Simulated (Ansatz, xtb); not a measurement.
Relative energy of two isomers of BClFH2N2

We compare X, `[NH]NB(F)Cl`, a doublet, with Y, `N[N]B(F)Cl`, a doublet. Both are isolated molecules in the gas phase, relaxed with PBE0-D3(BJ)/def2-SVP; the shapes shown needn't be the lowest conformers.

X (Å):

```json
{"atom": "B", "x (Å)": "0.5563", "y (Å)": "-0.9336", "z (Å)": "0.7484"}
{"atom": "Cl", "x (Å)": "-0.7041", "y (Å)": "-0.5361", "z (Å)": "1.9073"}
{"atom": "F", "x (Å)": "1.5394", "y (Å)": "-1.7515", "z (Å)": "1.0862"}
{"atom": "N", "x (Å)": "0.5325", "y (Å)": "-0.3831", "z (Å)": "-0.5576"}
{"atom": "N", "x (Å)": "-0.3456", "y (Å)": "0.4527", "z (Å)": "-1.1167"}
{"atom": "H", "x (Å)": "-1.0445", "y (Å)": "0.6356", "z (Å)": "-0.3823"}
{"atom": "H", "x (Å)": "1.2860", "y (Å)": "-0.6449", "z (Å)": "-1.1913"}
```

Y (Å):

| atom | x (Å) | y (Å) | z (Å) |
| --- | --- | --- | --- |
| B | 1.1729 | -0.6503 | -0.2751 |
| Cl | 1.7529 | -0.9792 | 1.3476 |
| F | 1.9632 | -0.9833 | -1.3045 |
| N | -0.4242 | 0.1478 | -1.7310 |
| N | -0.0958 | -0.0496 | -0.4880 |
| H | -1.3216 | 0.5748 | -1.9354 |
| H | 0.1838 | -0.1091 | -2.5118 |

Q: Estimate E(Y) − E(X) at the level CCSD(T)/def2-SVP + ΔMP2/def2-TZVPP.

A: Calculated at CCSD(T)/def2-SVP + ΔMP2/def2-TZVPP: E(Y) − E(X) = +6.4 kcal/mol, so structure X lies lower.

How the difference moves with the method:

| level | geometry | E(Y) − E(X) (kcal/mol) | departure from the last row (kcal/mol) | job, with rough time for the two |
| --- | --- | --- | --- | --- |
| GFN2-xTB | GFN2-xTB | +1.7 | −4.8 | optimisation, 0.31 s |
| HF/STO-3G | GFN2-xTB | +24.2 | +17.8 | single point, 0.26 s |
| r2SCAN-D4/def2-SVP | GFN2-xTB | +5.4 | −1.1 | single point, 4.2 s |
| PBE0-D3(BJ)/def2-SVP | PBE0-D3(BJ)/def2-SVP | +4.7 | −1.8 | optimisation, 41 s |
| HF/def2-SVP | PBE0-D3(BJ)/def2-SVP | +11.0 | +4.5 | part of the CCSD(T) run |
| MP2/def2-SVP | PBE0-D3(BJ)/def2-SVP | +5.3 | −1.2 | part of the CCSD(T) run |
| CCSD(T)/def2-SVP | PBE0-D3(BJ)/def2-SVP | +6.8 | +0.3 | single point |
| CCSD(T)/def2-SVP + ΔMP2/def2-TZVPP | PBE0-D3(BJ)/def2-SVP | +6.4 |  | single point, 29 s |

As drawn, both hold the same kinds of bond in the same numbers.

The levels shown agree on the order. The largest departure from CCSD(T)/def2-SVP + ΔMP2/def2-TZVPP is that of HF/STO-3G, 17.8 kcal/mol. The last row adds to CCSD(T) the change of the MP2 difference between the two basis sets, here −0.3 kcal/mol.

With harmonic frequencies from PBE0-D3(BJ)/def2-SVP (ideal gas, rigid rotor, one conformer each, 298.15 K, 1 atm): on the last row, ΔE + ΔZPE = +5.9, ΔH = +6.2, ΔG = +5.6 kcal/mol.

Open shells are spin-unrestricted. The correlated steps freeze 9 core orbitals. Run with Ansatz 0.2.0, xtb 6.7.1; the last row on 2 threads of Arm Neoverse V2 on a shared host.
